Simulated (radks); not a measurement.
The europium anion Eu- inside a hard spherical wall (all orbitals vanish at R), configuration held at [Xe] 4f8 6s2 and not refilled when levels cross. Method: scalar-relativistic Kohn-Sham, LDA (Slater exchange, VWN5 correlation), spin-polarised, spherical densities, finite nucleus; open shells are filled with parallel spins first (spin-orbit coupling, left out, can overturn this in heavy ions); Fermi nuclear charge, rms radius 5.1115 fm; computed with a radial shooting solver on a logarithmic mesh with Libxc functionals. Eigenvalues in eV for spin up, with the zero of energy where the potential of the charges vanishes at infinity; a dash marks a level that is unbound or too diffuse for the functional's potential to be trusted. A positive occupied level is held by the wall or, in an anion where self-interaction has pushed it up, behind a barrier. The pressure on the wall is -dE/dV.

| R (bohr) | E (hartree) | kinetic (hartree) | e(5s) | e(5p) | e(4f) | e(6s) | e(5d, empty) | e(6p, empty) | pressure (GPa) |
|---|---|---|---|---|---|---|---|---|---|
| 20 | -10836.1859 | 11604.717 | -43.683 | -22.556 | -2.139 | -1.809 | 0.107 | 0.629 | 0.0310 |
| 12 | -10836.1112 | 11604.685 | -40.678 | -19.716 | 1.200 | -0.003 | - | - | 0.257 |
| 10 | -10836.0721 | 11604.683 | -38.814 | -17.960 | 3.237 | 0.938 | - | - | 0.581 |
| 8 | -10836.0021 | 11604.747 | -35.974 | -15.286 | 6.267 | 2.544 | 5.331 | 5.235 | 1.86 |
| 7 | -10835.9352 | 11604.887 | -34.272 | -13.687 | 8.065 | 3.895 | 6.730 | 7.151 | 4.23 |
| 6 | -10835.8075 | 11605.230 | -32.267 | -11.813 | 10.204 | 6.177 | 8.714 | 10.450 | 11.8 |
| 4 | -10834.6878 | 11608.892 | -24.326 | -4.379 | 19.204 | 21.943 | 18.558 | 31.890 | 212 |
| 3.5 | -10833.6356 | 11612.552 | -19.645 | 0.287 | 24.852 | 34.365 | 25.067 | 47.475 | 569 |
| 1.5 | -10753.9987 | 11847.588 | 156.62 | 202.00 | 170.42 | 546.39 | 272.67 | 596.85 | 222000 |
